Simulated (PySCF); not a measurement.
## `C=C[C@H](C#N)CC#N`: 4 charge schemes on one density

Compound: C₆H₆N₂.
Geometry (GFN2-xTB, Å), atoms numbered from 1 in this order:
```
atom  x, y, z in Å
C1     0.563    1.152    1.686
C2     0.433    0.018    1.028
C3    -0.629   -0.222   -0.015
C4    -1.433   -1.359    0.380
N5    -2.047   -2.271    0.690
C6     0.007   -0.512   -1.395
C7     0.774    0.628   -1.829
N8     1.374    1.544   -2.153
H9    -0.097    1.988    1.520
H10    1.340    1.295    2.416
H11    1.102   -0.814    1.205
H12   -1.283    0.655   -0.089
H13    0.667   -1.382   -1.330
H14   -0.772   -0.720   -2.135
```

Density: PBE0/pcSseg-1 (PySCF); schemes: Mulliken, IAO, Hirshfeld and ESP-fitted. Isolated species at its GFN2-xTB geometry (one conformer only).

For which atoms does the sign change between the 4 schemes (beyond +0.03 e in one, beyond −0.03 e in another)?

C3. Atomic charges aren't observables, and each scheme defines them in its own way.

Do the Mulliken, IAO, Hirshfeld and ESP-fitted schemes agree on where the charge is lowest?

The schemes don't all agree: Mulliken C3 (-0.337); IAO C6 (-0.289); Hirshfeld N8 (-0.217); ESP-fitted N8 (-0.459).

Which atoms carry the highest charge in the Mulliken, IAO, Hirshfeld and ESP-fitted schemes?

The schemes don't all agree: Mulliken H14 (+0.189); IAO H14 (+0.191); Hirshfeld C4 (+0.086); ESP-fitted C7 (+0.411).

What partial charge does each atom carry?

In e:

```
atom                   environment  Mulliken     IAO  Hirshfeld  ESP-fitted
  C1          terminal =CH2 carbon    -0.089  -0.284     -0.074      -0.390
  C2              alkene CH carbon    -0.157  -0.141     -0.035      -0.192
  C3  sp3 carbon next to a nitrile    -0.337  -0.135     +0.009      +0.226
  C4                nitrile carbon    +0.161  +0.135     +0.086      +0.230
  N5              nitrile nitrogen    -0.228  -0.231     -0.216      -0.413
  C6  sp3 carbon next to a nitrile    -0.117  -0.289     -0.030      -0.414
  C7                nitrile carbon    +0.061  +0.138     +0.085      +0.411
  N8              nitrile nitrogen    -0.228  -0.231     -0.217      -0.459
  H9              vinylic hydrogen    +0.124  +0.156     +0.057      +0.192
 H10              vinylic hydrogen    +0.134  +0.168     +0.062      +0.197
 H11              vinylic hydrogen    +0.125  +0.155     +0.054      +0.166
 H12              methine hydrogen    +0.180  +0.182     +0.070      +0.087
 H13            methylene hydrogen    +0.182  +0.187     +0.074      +0.184
 H14            methylene hydrogen    +0.189  +0.191     +0.075      +0.176
```

Mean size of the charges over all atoms: ESP-fitted 0.267 e, IAO 0.187 e, Mulliken 0.165 e, Hirshfeld 0.082 e. Each set sums to the total charge, 0, to within 0.001 e. The ESP scheme fits charges at the nuclei, held to the total charge, to the electrostatic potential on points at 1.4 to 2.0 times the van der Waals radii.

How closely do the schemes follow one another over all atoms?

Correlation coefficient and root-mean-square difference: Mulliken with IAO 0.88, 0.092 e; Hirshfeld with ESP-fitted 0.87, 0.210 e; IAO with ESP-fitted 0.87, 0.156 e; IAO with Hirshfeld 0.82, 0.125 e; Mulliken with Hirshfeld 0.77, 0.120 e; Mulliken with ESP-fitted 0.62, 0.229 e.

How many electrons does the Mulliken scheme count on C6?

Z − q = 6 − (-0.117) ≈ 6.118.

Sum the charges by element.

```
element  atoms  Mulliken     IAO  Hirshfeld  ESP-fitted
      C      6    -0.478  -0.577     +0.041      -0.129
      N      2    -0.456  -0.462     -0.433      -0.872
      H      6    +0.934  +1.039     +0.392      +1.002
```
